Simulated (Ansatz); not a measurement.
`[SiH3][SnH2][Cl]` + H₂ → `[SiH3][SnH3]` + HCl at 500 K and 1 bar (hydrogenolysis of the Sn–Cl bond).

Isolated molecules relaxed with PBE0-D4/def2-TZVP in Ansatz; ΔE leaves out vibrations. CBS: MP2 limit from def2 TZ/QZ plus the TZ coupled-cluster correction, frozen cores. This one scheme is used for every species. def2 core potentials past Kr. For Sn outer-core shells are correlated without core-valence functions, which leaves a few kJ/mol of doubt a bond.

```json
{"species": "`[SiH3][SnH2][Cl]`", "CCSD(T)/CBS energy (Eh)": "-965.91856", "H − E (kJ/mol)": "146.3", "S (J/(mol·K))": "410.8"}
{"species": "H₂", "CCSD(T)/CBS energy (Eh)": "-1.17544", "H − E (kJ/mol)": "41.0", "S (J/(mol·K))": "145.5"}
{"species": "`[SiH3][SnH3]`", "CCSD(T)/CBS energy (Eh)": "-506.68362", "H − E (kJ/mol)": "154.7", "S (J/(mol·K))": "359.8"}
{"species": "HCl", "CCSD(T)/CBS energy (Eh)": "-460.38127", "H − E (kJ/mol)": "32.5", "S (J/(mol·K))": "201.9"}
```

H − E and S are ideal-gas, rigid-rotor, harmonic terms from PBE0-D4/def2-TZVP. The MP2-based limit puts H₂ 0.8 mEh under its directly extrapolated value; such offsets cancel only in part. 1 Eh = 2625.50 kJ/mol, R = 8.31446 J/(mol·K).

**Question.** By hand: ΔE, ΔH, ΔS and ΔG.

**Answer.** ΔE = (-506.68362) + (-460.38127) − (-965.91856) − (-1.17544) = 0.02911 Eh = 76.4 kJ/mol. Δ(H − E) = 154.7 + 32.5 − 146.3 − 41.0 = -0.1, so ΔH = 76.3 kJ/mol. ΔS = 359.8 + 201.9 − 410.8 − 145.5 = 5.4 J/(mol·K). ΔG = 76.3 − 500 × (5.4)/1000 = 73.6 kJ/mol.

**Question.** By hand: the equilibrium constant, and the temperature at which ΔG would vanish if ΔH and ΔS stayed fixed.

**Answer.** log₁₀ K = −ΔG/(RT ln 10) = -7.7. ΔG = 0 at ΔH/ΔS = 14130 K, far beyond where these terms or the molecules hold.

The number of gas molecules stays the same, so ΔS is small and ΔH decides. A doubt of 5 kJ/mol in ΔE shifts log₁₀ K by 0.5 here. These are equilibria of isolated gas molecules and say nothing of rates. Largest T1 diagnostic: 0.013 (customary marks: 0.02 for closed shells, 0.045 for open ones).
